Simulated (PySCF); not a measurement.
Si²⁺: ionisation energy

Si²⁺ [Ne] 3s2 (1S) → Si³⁺ [Ne] 3s1 (2S), as a difference of total energies. All numbers are calculated (PySCF 2.14, the non-relativistic Hamiltonian (point nucleus), in dyall-av3z (19s12p3d2f, 84 functions)). Correlated levels: valence: [Ne] frozen; virtual orbitals above 40 to 60 times the deepest correlated orbital energy dropped. The calculations carry no spin-orbit coupling.

| method | ionisation energy (eV) | error (eV) |
| --- | --- | --- |
| UHF | 31.955 | -1.538 |
| LDA | 33.521 | +0.028 |
| PBE | 33.381 | -0.112 |
| PBE0 | 33.243 | -0.250 |
| r2SCAN | 32.870 | -0.623 |
| M06 | 33.467 | -0.026 |
| PW91 | 33.448 | -0.045 |
| MN15 | 33.091 | -0.402 |
| M06-2X | 33.634 | +0.141 |
| MP2 (valence) | 32.838 | -0.655 |
| SCS-MP2 (valence) | 33.014 | -0.479 |

Reference: 33.493 eV (measured; NIST Atomic Spectra Database, ionization energies).

Errors of the correlated levels include the incompleteness of this basis and the frozen core.

MP2 underrates the near-degeneracy of ns² with np² in the lower species.
